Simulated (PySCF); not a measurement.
A PySCF script (with the pyscf-properties extension) for the NMR shieldings of `BC[C@@H]1[C@H](B)[C@H]1C#C`, C6H10B2, on a GFN2-xTB geometry:

```python
import basis_set_exchange as bse
import numpy as np
from pyscf import gto, dft
from pyscf.prop import nmr

atoms = """
B    -1.236511   -2.425613    0.353156
C    -1.246806   -0.883767    0.648289
C     0.094554   -0.190744    0.587766
C     0.226921    1.310907    0.352887
B    -0.936572    2.258288    0.040034
C     0.636919    0.272390   -0.717033
C     2.022090    0.146455   -1.019425
C     3.194745    0.059338   -1.253194
H    -2.250631   -3.007615    0.366265
H    -0.241956   -2.992427    0.117783
H    -1.688863   -0.714367    1.637391
H    -1.938856   -0.394983   -0.042626
H     0.820272   -0.596936    1.284996
H     1.086036    1.730003    0.869772
H    -0.882875    3.375202    0.386643
H    -1.869925    1.898813   -0.569948
H    -0.013231    0.192666   -1.580946
H     4.215927   -0.031290   -1.473465
"""
names = dict.fromkeys(["B", "C", "H"], "pcSseg-1")
basis = {el: gto.basis.parse(bse.get_basis(n, elements=[el], fmt="nwchem")) for el, n in names.items()}
mol = gto.M(atom=atoms, basis=basis, charge=0, verbose=0)
mf = dft.RKS(mol, xc="PBE0")
mf.grids.level = 2
mf.grids.alignment = dft.numint.BLKSIZE   # the property module wants whole blocks of grid points
mf.conv_tol = 1e-9
mf.kernel()

calc = nmr.RKS(mf)   # GIAO
C = mf.mo_coeff
Co = C[:, mf.mo_occ > 0]
resp = mf.gen_response(singlet=True, hermi=2)
def vind(x):   # induced exchange potential for any number of trial vectors
    d = np.einsum("pi,xij,qj->xpq", C, 2 * x.reshape(-1, C.shape[1], Co.shape[1]), Co, optimize=True)
    return np.einsum("xpq,pi,qj->xij", resp(d - d.transpose(0, 2, 1)), C, Co, optimize=True).ravel()
mo1, _ = nmr.rhf.solve_mo1(calc, with_cphf=vind)
sigma = calc.kernel(mo1)
for i, s in enumerate(sigma):   # ppm
    print("%2d %-2s %9.2f" % (i, mol.atom_pure_symbol(i), np.trace(s) / 3))
```

Problem. Give the expected output.

Solution. 
```
 0 B       6.93
 1 C     147.25
 2 C     143.60
 3 C     147.15
 4 B      15.92
 5 C     160.75
 6 C      95.62
 7 C     112.79
 8 H      23.59
 9 H      23.37
10 H      29.55
11 H      29.77
12 H      29.20
13 H      29.81
14 H      23.78
15 H      24.43
16 H      29.82
17 H      30.21
```

These numbers come from an equivalent density-fitted implementation of the same equations, which agrees with the script to about 0.01 ppm for H and up to a few tenths of a ppm for heavy atoms, so last digits may differ.

Size and cost of the density-fitted run: 186 basis functions, 39 s wall time on 1 thread of an Arm Neoverse V1, shared host; peak memory 0.84 GiB.
